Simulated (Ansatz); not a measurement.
A calculation with Ansatz (development build ahead of 0.2.0).

```yaml
crystal:
  periodic: [false, false, false]
  atoms:
    - { symbol: Si, position_ang: [0.0, 0.0, 2.1445] }
    - { symbol: Si, position_ang: [0.0, 0.0, -2.1445] }
    - { symbol: S, position_ang: [0.0, 0.0, 6.3176] }
    - { symbol: S, position_ang: [0.0, 0.0, -6.3176] }
basis:
  gaussian: { orbitals: pcseg-2 }
magnetization:
  spin_polarized: true
  initial_magnetization: 2
hamiltonian:
  xc: { name: wB97X }
```

The input is written out in the form of the current development build from the run's settings.

Output:

```yaml
Converged: yes
Total_energy: -1374.97193 hartree
Spin_squared_of_the_determinant: 4.764
Stability_test: minimum
```

Caution: charge can spread falsely over distant fragments; the unrestricted determinant is a mixture of spin states; other spin multiplicities may lie lower.
